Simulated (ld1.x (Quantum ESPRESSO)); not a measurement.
## Logarithmic derivatives: nitrogen (N), RRKJ

ld1.x (Quantum ESPRESSO) 7.5 input, shortened:

```
&input
   title='N', zed=7., rel=1, dft='WC', iswitch=3,
   config='[He] 2s1 2p4 3d-2'
 /
 &inputp
   pseudotype=2, tm=.false., lloc=1,
   nlcc=.true., new_core_ps=.true., rcore=0.70
 /
3
2S  1  0   1.00   0.00  1.05  1.05  0.0
3D  3  2  -2.00   0.10  1.65  1.65  0.0
2P  2  1   4.00   0.00  2.00  2.00  0.0
 &test
   configts(1)='2s1 2p4'
 /
```

The phase is arctan(r·u′/u) with u = r·R(r), unwrapped; energies in Ry, scanned from -3 to 5 Ry. A pole is an energy at which the radial function vanishes at the test radius. The pseudo phase is shifted by a multiple of π to meet the all-electron one at the reference energy, and phase errors are pseudo minus all-electron; the curves can meet again beyond the range given. Levels narrower than the energy grid can be missing from the lists of poles.

```tsv
channel	radius (bohr)	reference energy (Ry)	poles, all-electron	poles, pseudo	unbroken range about the reference energy with phases within 0.05 rad	phase error 1 Ry above the reference energy (rad)
s	2.19	-1.39	-0.91	-0.90	below 1.2	+0.008
p	2.19	-0.55	-0.02	0.00	below 1.2	+0.020
d	2.19	0.10	4.46	4.17	below 4.8	-0.003
```

Phases in the d channel:

```csv
E (Ry),all-electron,pseudo
-3.00,1.337,1.337
-2.52,1.322,1.321
-2.04,1.303,1.302
-1.56,1.279,1.279
-1.08,1.248,1.248
-0.60,1.206,1.206
-0.12,1.147,1.147
0.36,1.053,1.053
0.84,0.886,0.885
1.32,0.538,0.531
1.80,-0.179,-0.205
2.28,-0.875,-0.907
2.76,-1.210,-1.238
3.24,-1.375,-1.401
3.72,-1.473,-1.502
4.20,-1.540,-1.575
4.68,-1.594,-1.638
```
